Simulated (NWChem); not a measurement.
System: CH₅BO₂S; SMILES COB(O)S

```xyz
10

B     -0.5972    -0.0886     0.0485
O     -1.8457    -0.6012     0.1957
H     -1.9035    -1.5526     0.0907
O     -0.4663     1.2486     0.1892
C      0.7519     1.9288     0.0661
H      1.1925     1.7994    -0.9378
H      0.5671     3.0002     0.2275
H      1.4884     1.5865     0.8138
S      0.9060    -1.0940    -0.3266
H      0.3006    -2.2985    -0.3702
```
Atoms are numbered in this order, from 1.

Level: PBE0/def2-SVP (NWChem), optimised geometry, unscaled harmonic frequencies. 

List the harmonic frequencies with IR intensities, and the thermochemistry.


| frequency (cm⁻¹) | IR intensity (km/mol) |
|---|---|
| 68 | 0.0 |
| 146 | 10.5 |
| 195 | 4.3 |
| 251 | 0.0 |
| 351 | 10.3 |
| 435 | 2.2 |
| 442 | 127.6 |
| 570 | 21.7 |
| 617 | 14.6 |
| 805 | 20.2 |
| 940 | 94.9 |
| 1132 | 292.0 |
| 1180 | 0.4 |
| 1188 | 22.4 |
| 1302 | 226.6 |
| 1439 | 267.9 |
| 1474 | 26.5 |
| 1476 | 9.3 |
| 1524 | 246.0 |
| 2729 | 3.5 |
| 3031 | 37.4 |
| 3114 | 24.7 |
| 3161 | 20.6 |
| 3968 | 87.7 |

| Item | Result |
|---|---|
| zero-point energy | 45.1 kcal/mol |
| thermal correction to the enthalpy at 298.15 K (with zero-point energy) | 49.9 kcal/mol |
| heat capacity Cv | 22.1 cal/(mol K) |
| entropy at 298.15 K and 1 atm (symmetry number 1) | 81.2 cal/(mol K) |
| dipole moment | 1.51 D |

Rigid rotor and harmonic oscillator; modes under 100 cm⁻¹ make the entropy uncertain.
